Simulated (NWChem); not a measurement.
# SiH$_{3}$TeOCl; SMILES [Te](O[SiH3])Cl

```xyz
7

Te    -0.6412     0.5504    -0.0442
Cl     1.5453     1.4571     0.0370
O     -0.2703    -1.2543     0.6722
Si     0.5045    -2.4853    -0.1772
H     -0.1532    -2.7006    -1.5021
H      0.3789    -3.7064     0.6659
H      1.9431    -2.1537    -0.3931
```
Atoms are numbered in this order, from 1.

Results from NWChem. Coordinates come from a PBE0/def2-SVP optimisation. No frequency run checked for a minimum. def2 effective core potentials on Te; no spin-orbit coupling. Ions are spin-unrestricted doublets at the neutral geometry; other ion states weren't tried.

Task: Estimate the computed values for CAM-B3LYP/def2-SVP. Quantities: vertical ionisation energy, ΔSCF (eV); −ε(HOMO) (eV).

Result: 
```yaml
vertical ionisation energy, ΔSCF (eV): 8.67
"−ε(HOMO) (eV)": 7.62
```
